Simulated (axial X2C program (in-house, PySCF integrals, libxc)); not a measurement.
## Nuclear properties of AsS⁺

Calculated with an axial X2C code built on PySCF integrals: two-component X2C with atomic mean-field Coulomb and Gaunt terms, Gaussian nuclei, basis As dyall-cv3z, S dyall-av3z with contracted cores.

R = 1.939 Å (near the PBE0 minimum at charge 1 of the determinant lowest at the starting distance; the state shown can have its own minimum elsewhere).

Determinant lowest in the PBE0 search, Ω = 0 (closed shell), highest spinor 64% S p, 28% As p, 3% As d:

| level | qzz As (a.u.) | qzz S (a.u.) |
| --- | --- | --- |
| PBE0 | -4.83 | -0.78 |
| HF | -5.91 | -0.77 |
| r2SCAN | -4.60 | -0.83 |
| BP86 | -4.42 | -0.82 |
| PBE50 | -5.22 | -0.76 |

qzz is the electric field gradient, eQq0 = 234.96 MHz × Q/barn × qzz. The operators were transformed with the bare-nucleus X2C matrices; with these basis sets, hyperfine constants and field gradients can be off by tens of per cent, and where levels differ in sign neither size nor sign is settled.

(1) With Q(75As) = 0.311 barn, Q(33S) = -0.0694 barn (Q from Pyykkö, Mol. Phys. 2018), turn the PBE0 values of the first state into constants in MHz.

Each state is one determinant with collinear spin. The search compared states at one distance, so a state with another bond length can lie lower.

## Answers

(1) eQq0(75As) = 234.96 × (0.311) × (-4.83) = -353 MHz; eQq0(33S) = 234.96 × (-0.0694) × (-0.78) = 12.7 MHz.
